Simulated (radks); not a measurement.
Initial-state core-level shifts of the thulium ion Tm+ when its valence configuration changes from [Xe] 4f13 6s1. All-electron calculation, Dirac Kohn-Sham, PBE, spin-unpolarised, spherical densities, finite nucleus; open shells fill j = l - 1/2 first; Fermi nuclear charge, rms radius 5.2256 fm. Program: a radial shooting solver on a logarithmic mesh with Libxc functionals. Shifts are changes of the shell-averaged eigenvalues in eV (positive: less bound); the change of the density at the nucleus, which sets a Mossbauer isomer shift, is in e/bohr^3, on a base of 9.497e+05.

valence               1s       3s       3d      5s  density at nucleus
4f12 6s2          -8.718  -10.019   -9.941  -6.404             +103.36
4f13 6p1          -1.236   -1.204   -1.206  -1.275              -42.83
4f14              +5.935   +6.752   +6.703  +4.819              -68.65
4f12.5 6s1 6p0.5  -4.733   -5.319   -5.284  -3.729              +24.76
4f13 6s0.5 6p0.5  -0.623   -0.607   -0.608  -0.643              -21.07
4f12 5d1 6p1      -7.663   -8.905   -8.815  -5.227               -6.26
4f13 5d0.5 6s0.5  +0.790   +0.800   +0.806  +0.905              -23.88
4f12 6s1 6p1      -9.923  -11.208  -11.132  -7.611              +53.85
4f12.5 6s0.5 6p1  -5.340   -5.915   -5.881  -4.346               +1.40
